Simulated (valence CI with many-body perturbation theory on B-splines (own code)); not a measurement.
**Ru XIII: electric-dipole lines**

Computed by configuration interaction combined with many-body perturbation theory (CI+MBPT): four valence electrons over a frozen Dirac-Fock core [Ar] 3d10, a basis of 11 s, 11 p, 9 d, 7 f, 5 g, 2 h, 1 i functions for each j, with the one-electron correlation potential Σ1 (screened to all orders), the two-electron term Σ2, the three-electron term Σ3, Breit, model QED; selected single and double excitations, second order for the rest, scaled by the run's own slope (own B-spline code, finite nucleus).

No measured spectrum was set against this ion. As an estimate, levels hold to about 250 cm⁻¹ or 0.2 % of their energy and the worst to 1 %, as in measured heavy ions of charge 2 to 7; those with d or f electrons hold less well.

Lines 201 to 234 of 234 in falling wavelength, among levels below 820590 cm⁻¹, chosen from the strongest by gf and those to the six lowest levels. Wavelengths and rates use the calculated energies, so an error of 800 cm⁻¹ moves a line at 19.97 nm by 0.16 % and its rate by three times that or more. Electric multipoles are in the length gauge, E1 and E2 with the static RPA response of the core. Weak lines are less certain than strong ones. Lines between different terms over intervals too small for the method are left out, as are lines whose strength nearly cancels. Where a level lies close to another of its J and parity, the split of strength between their lines is uncertain. The highest levels of a list are the least certain.

Names give the largest LS component (configuration and term), which can be under half, so a name can repeat, a term be missing and a line seem to break the LS rules; names also repeat where a configuration has a term twice. Letters in brackets count levels of one name in rising energy.

```
λ vac (nm)               Upper         Lower   A (s⁻¹)  log gf  Branch %
     19.97  4s 4p2 4d 3D_2 [c]  4s 4p3 3D°_1  1.13e+10   -0.47      16.5
     19.93     4s2 4p 4d 3D°_2  4s2 4p2 3P_1  2.63e+10   -0.11      23.2
     19.87  4s 4p2 4d 3P_0 [b]  4s 4p3 3D°_1  3.11e+10   -0.74      32.3
     19.84  4s 4p2 4d 3P_1 [a]  4s 4p3 5S°_2  8.79e+09   -0.81      12.9
     19.84  4s 4p2 4d 3F_4 [b]  4s 4p3 3D°_3  1.51e+11    0.90      98.8
     19.72  4s 4p2 4d 3F_2 [b]  4s 4p3 3D°_2  1.15e+10   -0.47       9.8
     19.71  4s 4p2 4d 3F_3 [c]  4s 4p3 3D°_2  9.53e+10    0.59      78.6
     19.65      4s 4p2 4d 3G_3  4s 4p3 5S°_2  2.49e+07   -3.00       0.4
     19.63  4s 4p2 4d 3F_2 [b]  4s 4p3 3D°_1  7.92e+10    0.36      67.4
     19.48  4s 4p2 4d 3D_2 [d]  4s 4p3 3D°_1  2.44e+10   -0.16      28.8
     19.39      4s 4p2 4d 3S_1  4s 4p3 3D°_2  1.24e+10   -0.68      13.6
     19.32  4s 4p2 4d 3P_2 [b]  4s 4p3 3D°_2  7.40e+09   -0.68       8.5
     19.30      4s 4p2 4d 3S_1  4s 4p3 3D°_1  7.59e+09   -0.90       8.3
     19.11  4s 4p2 4d 3D_2 [a]  4s 4p3 5S°_2  2.91e+09   -1.10       5.8
     19.11     4s2 4p 4d 3P°_1  4s2 4p2 3P_0  1.63e+09   -1.57       1.5
     19.05     4s2 4p 4d 1F°_3  4s2 4p2 3P_2  2.79e+10    0.03      18.2
     18.86  4s 4p2 4d 3D_3 [a]  4s 4p3 5S°_2  5.17e+09   -0.71      11.6
     18.82  4s 4p2 4d 3D_1 [a]  4s 4p3 5S°_2  8.37e+08   -1.87       1.6
     18.76     4s2 4p 4d 1P°_1  4s2 4p2 3P_2  2.45e+07   -3.41       0.0
     18.60  4s 4p2 4d 3D_3 [b]  4s 4p3 5S°_2  2.28e+09   -1.08       3.2
     18.38  4s 4p2 4d 3D_2 [b]  4s 4p3 5S°_2  2.55e+08   -2.19       0.3
     18.37     4s2 4p 4d 1P°_1  4s2 4p2 3P_1  1.68e+09   -1.59       1.6
     18.27  4s 4p2 4d 3D_1 [b]  4s 4p3 5S°_2  9.22e+06   -3.86       0.0
     18.17  4s 4p2 4d 3D_1 [c]  4s 4p3 5S°_2  6.24e+05   -5.03       0.0
     18.10  4s 4p2 4d 3F_3 [b]  4s 4p3 5S°_2  3.60e+07   -2.91       0.0
     18.03  4s 4p2 4d 3D_2 [c]  4s 4p3 5S°_2  1.07e+08   -2.58       0.2
     17.81  4s 4p2 4d 3P_1 [b]  4s 4p3 5S°_2  7.53e+07   -2.97       0.1
     17.75  4s 4p2 4d 3F_2 [b]  4s 4p3 5S°_2  2.09e+08   -2.31       0.2
     17.74  4s 4p2 4d 3F_3 [c]  4s 4p3 5S°_2  1.13e+09   -1.43       0.9
     17.63  4s 4p2 4d 3D_2 [d]  4s 4p3 5S°_2  1.89e+07   -3.36       0.0
     17.53     4s2 4p 4d 1P°_1  4s2 4p2 3P_0  9.38e+08   -1.89       0.9
     17.48      4s 4p2 4d 3S_1  4s 4p3 5S°_2  2.15e+07   -3.53       0.0
     17.47  4s 4p2 4d 3D_3 [c]  4s 4p3 5S°_2  9.64e+08   -1.51       2.3
     17.42  4s 4p2 4d 3P_2 [b]  4s 4p3 5S°_2  3.21e+08   -2.14       0.4
```
